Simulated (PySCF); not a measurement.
**Multinuclear NMR of C5H10O2Si2**

Mapped SMILES: `[CH2:1]=[CH:2][O:3]/[C:4]([SiH3:5])=[C:6](/[SiH3:7])[CH:8]=[O:9]`. Hydrogens are named by the atom that carries them. Ha(C1) is cis to O3; Hb(C1) is trans to O3.

Theory: shieldings: GIAO PBE0/pcSseg-1, GFN2-xTB structure, in PySCF (rapidly exchanging positions averaged, non-relativistic Hamiltonian, isolated molecule, a single conformation).

Question: What are the 29Si shifts?

Answer: 
```csv
atoms,environment,σ (ppm),δ (ppm)
Si5,"silicon bonded to C, 3 H",420.0,-65.3
Si7,"silicon bonded to C, 3 H",430.4,-73.8
```

Shieldings were converted by a linear fit to measured shifts: 29Si (scatter 8.9 ppm rms, 25.8 ppm with the 6 outliers that the fit left out vs TMS, solution or neat liquid). Occasional misses reach two or three times the rms, and more in compound classes unlike the fitted ones.

On a 300 MHz spectrometer 29Si resonates near 59.6 MHz, so 1 ppm is 59.6 Hz.

Question: Predict the 17O NMR data.

Answer: 
```
atoms      environment  σ (ppm)  δ (ppm)
   O9  aldehyde oxygen   -326.7    564.3
   O3     ether oxygen     73.2    200.0
```

Shieldings were converted by a linear fit to measured shifts: 17O (scatter 10.7 ppm rms, 12.2 ppm with the 3 outliers that the fit left out vs liquid water, solution or neat liquid). Occasional misses reach two or three times the rms, and more in compound classes unlike the fitted ones.

On a 400 MHz spectrometer 17O resonates near 54.2 MHz, so 1 ppm is 54.2 Hz.
